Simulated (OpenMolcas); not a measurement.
C+: thermal populations, worked from levels

```json
{"Program": "OpenMolcas", "Basis": "ANO-RCC [8s8p4d3f2g]", "Scalar Hamiltonian": "DKH2, point nucleus", "Active space": "3 electrons in 9 orbitals (RAS2 2s 2p; RAS3 3d, at most 2 electrons)", "State averaging": "2S+1 = 4 odd, 1 root; 2S+1 = 2 odd, 11 roots; 2S+1 = 4 even, 3 roots; 2S+1 = 2 even, 9 roots", "Spin-orbit coupling": "RASSI with atomic mean-field integrals over the reference wave functions, term energies averaged over their components"}
```

Methods: RASSCF; MS-RASPT2, IPEA 0.25 Eh, imaginary shift 0.1 Eh (closed shells correlated: 1s). Measured levels: NIST Handbook of Basic Atomic Spectroscopic Data.

**Thermal populations.** Z = Σ (2J + 1) exp(-E/kT) with k = 0.695035 cm-1/K, over the levels below. No other level of either list lies under 90000 cm-1, which is above 7 kT at each temperature.

```csv
Level,2J + 1,MS-RASPT2,measured
2s² 2p ²P°_1/2,2,0.0,0.0
2s² 2p ²P°_3/2,4,57.2,63.4
2s 2p² ⁴P_1/2,2,42629,43003
2s 2p² ⁴P_3/2,4,42650,43025
2s 2p² ⁴P_5/2,6,42684,43054
2s 2p² ²D_3/2,4,74879,74933
2s 2p² ²D_5/2,6,74880,74930
```

```json
{"T (K)": "5000", "Z, MS-RASPT2": "5.935", "Z, measured levels": "5.928", "Ground level (%), MS-RASPT2": "33.7", "Ground level (%), measured levels": "33.7"}
{"T (K)": "8000", "Z, MS-RASPT2": "5.965", "Z, measured levels": "5.960", "Ground level (%), MS-RASPT2": "33.5", "Ground level (%), measured levels": "33.6"}
{"T (K)": "12000", "Z, MS-RASPT2": "6.046", "Z, measured levels": "6.040", "Ground level (%), MS-RASPT2": "33.1", "Ground level (%), measured levels": "33.1"}
```

At 12000 K, kT = 8340 cm-1, and the computed levels give Z = 2.000 + 3.973 + 0.012 + 0.024 + 0.036 + 0.001 + 0.001 = 6.046.

Active for correlation alone: 3d; no level in the range computed is led by a configuration that fills it, so any true level of that kind is missing. Without dynamic correlation excited terms often stand tens of per cent too high (terms of higher spin than the ground term too low), and those without a measured partner can miss by more than the paired ones (holds for RASSCF). Computed and measured levels are paired by configuration, term and J; levels that our copy of the source lacks, or whose pairing is in doubt (as where it misses far off the trend of its configuration), stay unpaired and out of the deviations. Only configurations of the active space appear.

° marks odd parity.
